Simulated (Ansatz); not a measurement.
Program: Ansatz. Geometries: PBE0-D4/def2-TZVP. ΔE: electronic, gas phase. CCSD(T)/CBS adds triple-zeta CCSD(T) − MP2 to the extrapolated MP2 energy (def2 sets, frozen cores). Double bonds are as drawn, so ΔE can hold a change between cis and trans. Functionals use def2-TZVPP. Each species was taken in one conformer, which may not be the lowest.

Reaction (redistribution): `C[SiH]1SB1N` + `O=C/C=[CH]/[AlH2]` → `C[SiH]1BS1` + `N/[C]([AlH2])=C\C=O`

```
         level  ΔE (kJ/mol)
          PBE0        127.6
MP2/def2-QZVPP        140.2
```

(1) What does CCSD(T)/CBS give? (Best estimate.)

Largest T1 diagnostic among the species: 0.016.

## Answers

(1) Ansatz gave: +140.0 kJ/mol. The listed levels differ from it by -12.4, 0.2 kJ/mol.

In def2-TZVPP, CCSD(T) changes the Hartree–Fock value by −8.2 kJ/mol (the triples alone add −3.6 kJ/mol) and MP2 by −8.4 kJ/mol. From PBE to PBE0 (25 % exact exchange), in def2-TZVPP and without D4, ΔE moves by +7.9 kJ/mol.
